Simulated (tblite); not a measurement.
Compound: 3,4-ethylenedioxythiophene, C6H6O2S.
Bonds: C1–S2 (aromatic), S2–C3 (aromatic), C3–C4 (aromatic), C4–C5 (aromatic), C5–O6, O6–C7, C7–C8, C8–O9, C1–C5 (aromatic), C4–O9. Hydrogens: H10 on C1; H11 on C3; H12, H13 on C7; H14, H15 on C8.

Computed with GFN2-xTB (tblite), gas phase: Langevin dynamics at 200 K from the optimised GFN2-xTB geometry, time step 0.5 fs, friction 0.01 fs⁻¹, 2000 steps. The instantaneous temperature is 2·E(kin)/(3Nk) with all 3N coordinates.

```
t (fs)  T (K)  E(pot) above start (eV)  C1–S2 (Å)  S2–C3 (Å)  C3–C4 (Å)  C4–C5 (Å)  C5–O6 (Å)  C1–H10 (Å)
     0    160                    0.000      1.720      1.720      1.359      1.429      1.366       1.070
    25     80                    0.202      1.743      1.716      1.371      1.435      1.355       1.076
    50    107                    0.242      1.725      1.762      1.375      1.455      1.361       1.078
    75    128                    0.132      1.708      1.712      1.351      1.428      1.363       1.081
   100    105                    0.235      1.732      1.718      1.358      1.442      1.387       1.059
   125    152                    0.195      1.728      1.709      1.364      1.428      1.389       1.093
   150    200                    0.201      1.732      1.736      1.361      1.412      1.360       1.064
   175    192                    0.287      1.725      1.730      1.360      1.429      1.369       1.060
   200    145                    0.270      1.700      1.707      1.339      1.396      1.368       1.103
   225    162                    0.262      1.739      1.757      1.367      1.388      1.364       1.031
   250    135                    0.298      1.724      1.726      1.397      1.408      1.375       1.121
   275    226                    0.174      1.723      1.696      1.374      1.428      1.409       1.050
   300    240                    0.192      1.717      1.733      1.354      1.433      1.366       1.086
   325    234                    0.291      1.755      1.713      1.341      1.466      1.364       1.097
   350    253                    0.322      1.680      1.688      1.341      1.445      1.374       1.028
   375    166                    0.401      1.722      1.745      1.346      1.497      1.376       1.117
   400    209                    0.461      1.711      1.733      1.337      1.496      1.346       1.054
   425    215                    0.619      1.707      1.712      1.337      1.512      1.310       1.078
   450    265                    0.385      1.698      1.727      1.378      1.476      1.317       1.125
   475    215                    0.504      1.748      1.705      1.364      1.471      1.353       1.005
   500    315                    0.385      1.742      1.714      1.335      1.445      1.393       1.110
   525    340                    0.436      1.695      1.740      1.323      1.441      1.387       1.098
   550    339                    0.495      1.719      1.739      1.320      1.425      1.373       1.016
   575    400                    0.378      1.731      1.758      1.348      1.409      1.344       1.138
   600    335                    0.464      1.717      1.711      1.410      1.447      1.352       1.061
   625    310                    0.412      1.729      1.715      1.419      1.444      1.359       1.047
   650    338                    0.405      1.715      1.704      1.388      1.373      1.340       1.106
   675    214                    0.569      1.708      1.707      1.373      1.416      1.391       1.054
   700    302                    0.354      1.691      1.711      1.353      1.375      1.406       1.091
   725    249                    0.456      1.762      1.769      1.352      1.374      1.424       1.055
   750    246                    0.446      1.738      1.671      1.390      1.384      1.377       1.083
   775    191                    0.367      1.733      1.776      1.379      1.424      1.352       1.044
   800    181                    0.369      1.707      1.751      1.371      1.420      1.333       1.106
   825    247                    0.188      1.749      1.707      1.354      1.437      1.360       1.101
   850    211                    0.363      1.706      1.743      1.345      1.451      1.377       1.020
   875    169                    0.265      1.692      1.705      1.351      1.448      1.380       1.106
   900    183                    0.339      1.761      1.683      1.362      1.462      1.377       1.061
   925    261                    0.437      1.696      1.746      1.364      1.433      1.338       1.048
   950    219                    0.489      1.751      1.764      1.389      1.432      1.359       1.110
   975    204                    0.415      1.718      1.701      1.363      1.397      1.332       1.055
  1000    186                    0.293      1.703      1.745      1.340      1.418      1.359       1.086
```

**Question.** From 500 fs on, how do temperature and potential energy compare with equipartition?

**Answer.** The mean temperature of these 21 frames is 259 K against the target 200 K, and the mean potential energy 0.40 eV against 39 × kT/2 = 0.34 eV for 39 classical harmonic modes. For 15 atoms in a canonical ensemble the temperature itself scatters by T·√(2/(3N)) = 42 K; here its standard deviation is 66 K. These frames run hotter than the target by 30 %; at their own mean temperature equipartition would give 0.44 eV. The whole run lasts only 10 friction times of 100 fs, so these averages carry a wide statistical error.

**Question.** What are the kinetic and total energies of the listed frame with the highest potential energy?

**Answer.** The one at 425 fs, 0.619 eV above the start. Its kinetic energy is 3NkT/2 = 0.416 eV at 215 K, so the sum is 1.04 eV; over the listed frames the sum runs from 0.31 to 1.15 eV, since the thermostat adds and removes energy.

**Question.** How much do the listed bonds fluctuate from 500 fs on?

**Answer.** 
```json
{"bond": "C1–S2", "at the start (Å)": "1.720", "mean (Å)": "1.722", "standard deviation (Å)": "0.022"}
{"bond": "S2–C3", "at the start (Å)": "1.720", "mean (Å)": "1.727", "standard deviation (Å)": "0.028"}
{"bond": "C3–C4", "at the start (Å)": "1.359", "mean (Å)": "1.363", "standard deviation (Å)": "0.025"}
{"bond": "C4–C5", "at the start (Å)": "1.429", "mean (Å)": "1.422", "standard deviation (Å)": "0.027"}
{"bond": "C5–O6", "at the start (Å)": "1.366", "mean (Å)": "1.367", "standard deviation (Å)": "0.024"}
{"bond": "C1–H10", "at the start (Å)": "1.070", "mean (Å)": "1.076", "standard deviation (Å)": "0.032"}
```

The motion is classical and holds no zero-point motion.

The cost below is that of the whole dynamics run. On Intel Xeon 6975P-C, one thread, on a shared host, this took 11 s wall and 0.18 GiB of memory at its peak.
